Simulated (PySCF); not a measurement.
**Electron correlation in La (lanthanum, neutral)**

Starting occupation: [Xe] 5d1 6s2, 5d3/2 with m_j = +3/2. Calculation: PySCF 2.14, in x2c-TZVPPall-2c (11s11p10d3f1g, 124 functions); X2C-1e with screened-nucleus spin-orbit coupling, Gaussian nucleus. Frozen: [Ar] 3d10; 29 electrons correlated; the 18 highest virtual spinors left out.

MP2 pair energies summed by pair of shells (mhartree):

```json
{"pair": "4d-4d", "energy": "-291.50", "share (%)": "34.3"}
{"pair": "4d-5p", "energy": "-142.63", "share (%)": "16.8"}
{"pair": "5p-5p", "energy": "-96.48", "share (%)": "11.3"}
{"pair": "4d-4p", "energy": "-71.25", "share (%)": "8.4"}
{"pair": "5p-6s", "energy": "-36.25", "share (%)": "4.3"}
{"pair": "4d-5s", "energy": "-29.95", "share (%)": "3.5"}
{"pair": "4p-4p", "energy": "-28.30", "share (%)": "3.3"}
{"pair": "5p-5s", "energy": "-27.11", "share (%)": "3.2"}
{"pair": "5d-5p", "energy": "-26.47", "share (%)": "3.1"}
{"pair": "4d-4s", "energy": "-20.56", "share (%)": "2.4"}
{"pair": "4p-5p", "energy": "-11.73", "share (%)": "1.4"}
{"pair": "4p-4s", "energy": "-9.94", "share (%)": "1.2"}
{"pair": "5d-6s", "energy": "-9.42", "share (%)": "1.1"}
{"pair": "4p-5s", "energy": "-8.94", "share (%)": "1.1"}
{"pair": "6s-6s", "energy": "-8.62", "share (%)": "1.0"}
{"pair": "4d-6s", "energy": "-8.33", "share (%)": "1.0"}
{"pair": "4d-5d", "energy": "-5.72", "share (%)": "0.7"}
{"pair": "5s-5s", "energy": "-5.16", "share (%)": "0.6"}
{"pair": "4s-5p", "energy": "-2.48", "share (%)": "0.3"}
{"pair": "5s-6s", "energy": "-2.36", "share (%)": "0.3"}
{"pair": "4s-4s", "energy": "-2.27", "share (%)": "0.3"}
{"pair": "5d-5s", "energy": "-2.24", "share (%)": "0.3"}
{"pair": "4p-6s", "energy": "-0.95", "share (%)": "0.1"}
{"pair": "4s-5s", "energy": "-0.77", "share (%)": "0.1"}
{"pair": "4p-5d", "energy": "-0.69", "share (%)": "0.1"}
{"pair": "4s-5d", "energy": "-0.13", "share (%)": "0.0"}
{"pair": "4s-6s", "energy": "-0.12", "share (%)": "0.0"}
```

Total MP2 correlation energy: -850.36 mhartree.

The GHF reference relaxed away from the jj start to a determinant that is no pure jj level (⟨S²⟩ = 1.76, ⟨J²⟩ = 3.78); the energies belong to that determinant.

This basis was not built for core-valence correlation, so the inner-shell part is incomplete.
